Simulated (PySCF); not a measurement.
SnBrMe3, C3H9BrSn.
Bonds: Sn1–Br2, Sn1–C3, Sn1–C7, Sn1–C11. Hydrogens: H4, H5, H6 on C3; H8, H9, H10 on C7; H12, H13, H14 on C11.

A GFN2-xTB structure was refined with PBE0-D3(BJ)/def2-SVP geometry optimisation, gas phase, def2 core potentials past Kr in PySCF 2.14.0. Its GFN2-xTB values:

| coordinate | GFN2-xTB |
| --- | --- |
| Sn1–Br2 | 2.493 Å |
| Sn1–C3 | 2.099 Å |
| Sn1–C7 | 2.283 Å |
| C3–H4 | 1.182 Å |
| Br2–Sn1–C3 | 108.0° |
| C3–Sn1–C7 | 111.5° |

How do these coordinates change at the PBE0-D3(BJ)/def2-SVP level?

```csv
coordinate,PBE0-D3(BJ)/def2-SVP (Å or °),change
Sn1–C7,2.145,-0.138
C3–H4,1.099,-0.083
Sn1–C3,2.145,+0.046
Sn1–Br2,2.526,+0.033
Br2–Sn1–C3,105.5,-2.5
C3–Sn1–C7,113.0,+1.5
```

The energy falls by 68.9 kJ/mol over 8 energy and gradient evaluations, the largest force component goes from 0.0662 to 2.0e-04 Eh/bohr, and the atoms move by 0.091 Å rms after alignment. The bond that changes most is Sn1–C7 (ends: tin bonded to Br and 3 C; carbon bonded to Sn and 3 H), which shortens by 0.138 Å. Bonds longer at the end by more than 0.005 Å: 9 of 13; shorter: 3. Rotational constants go from 2263, 1012, 1004 to 2382, 994.7, 993.8 MHz.

The run used 145 basis functions and 49 SCF cycles in all. Hardware: Arm Neoverse V1, one thread, shared host. Cost: 95 s, 0.54 GiB resident at most.

No PBE0-D3(BJ)/def2-SVP frequencies stand behind this structure, so it isn't proved a minimum.
